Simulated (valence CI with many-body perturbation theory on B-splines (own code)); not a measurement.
## Pr LV in brief

Computed by valence CI with perturbative core correlation (CI+MBPT): three valence electrons over a frozen Dirac-Fock core [He], a basis of 9 s, 9 p, 8 d, 6 f, 3 g, 1 h functions for each j, with the one-electron correlation potential Σ1, the two-electron term Σ2, the three-electron term Σ3, Breit, model QED; selected CI, second order for the rest, scaled by the run's own slope (own B-spline code, finite nucleus).

The last digits are not significant, and no measured levels were compared; by estimate large intervals hold to a few tenths of a per cent, small ones and those within an open d or f shell to about a per cent.

Levels are named by their leading jj configuration (3d3/2^4 stands for four electrons in 3d with j = 3/2), which in mixed levels can hold well under half, so a name can repeat and another be missing.

Rates and lifetimes use the calculated energies. Strong lines usually hold to 10 to 20 %, long lifetimes can be off by a factor of two.

(1) What is the ground level?

(2) What is the ionisation energy?

(3) Name the longest-lived excited levels whose lifetime is computed, and their main decay.

(4) Among levels below 6972.5 eV, which E1 lines absorb most strongly from the ground level?

(5) What are the static dipole polarisabilities of the lowest levels?

## Answers

(1) (2s^2 2p1/2) J=1/2, composition 100 % 2s2 2p 2P°, g = 0.635.

(2) 11257 eV; NIST lists 11262 ± 5 eV (theoretical).

(3) (2s^2 2p3/2) J=3/2 at 529.3 eV lives 387 ps, mostly by E1 to (2s 2p1/2^2) J=1/2; (2s 2p1/2 2p3/2) J=5/2 at 694.4 eV lives 196 ps, mostly by E1 to (2s^2 2p3/2) J=3/2; (2s 2p1/2 2p3/2) J=3/2 at 659.9 eV lives 104 ps, mostly by E1 to (2s^2 2p1/2) J=1/2.

(4) to (2s^2 3d3/2) J=3/2 at 0.1881 nm, f = 0.547; to (2s 2p1/2 3p1/2) J=3/2 at 0.1900 nm, f = 0.237; to (2s 2p1/2 3p3/2) J=3/2 at 0.1852 nm, f = 0.177.

(5) (2s^2 2p1/2) J=1/2 0.000454 bohr³, of which the core gives 6.21e-07.
